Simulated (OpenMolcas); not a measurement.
Ar IV: Slater's ratio, worked from levels

| Property | Result |
| --- | --- |
| Program | OpenMolcas |
| Basis | ANO-R1 [4s3p1d] |
| Scalar Hamiltonian | X2C, finite nucleus |
| Active space | 3 electrons in 3 orbitals (3p) |
| State averaging | 2S+1 = 4 odd, 1 root; 2S+1 = 2 odd, 8 roots |
| Spin-orbit coupling | state interaction with AMFI integrals over the reference wave functions, term energies averaged over their components |

Methods: CASSCF; SS-CASPT2, IPEA 0.25 Eh, imaginary shift 0.1 Eh (closed shells correlated: 2s 2p 3s). Measured levels: Saloman, J. Phys. Chem. Ref. Data 39, 033101 (2010).

**Slater's ratio.** With one set of orbitals, p3 has ²D° - ⁴S° = 9 F2 and ²P° - ²D° = 6 F2 (F2 = F²/25), a ratio of 2/3. Term energies are centres of gravity, weighted by 2J + 1.

```csv
Source,²D° - ⁴S°,²P° - ⁴S°,F2 from the first,Ratio
CASSCF,25851,43129,2872,0.668
SS-CASPT2,23838,38768,2649,0.626
measured,21168,34973,2352,0.652
```

Energies in cm-1. A ratio away from 2/3 shows effects beyond one configuration with one set of orbitals, and in heavier atoms second-order spin-orbit shifts.

CASPT2 breaks the degeneracy within a term, and the mean is taken; among the terms shown or strongly mixed into the levels shown the widest spread is 220 cm-1 (3s² 3p³ ²D°, SS-CASPT2). With the s shell closed, the reference lacks s² → p² mixing. The basis is small and was not contracted for so high a charge. Measured partners are found by configuration, term and J. A level has none where our copy of the source lacks it or the pairing is in doubt (some pairs that miss far off the trend of their configuration count as doubtful), and it then counts in no deviation. Levels of configurations outside the active space are missing.

° marks odd parity.
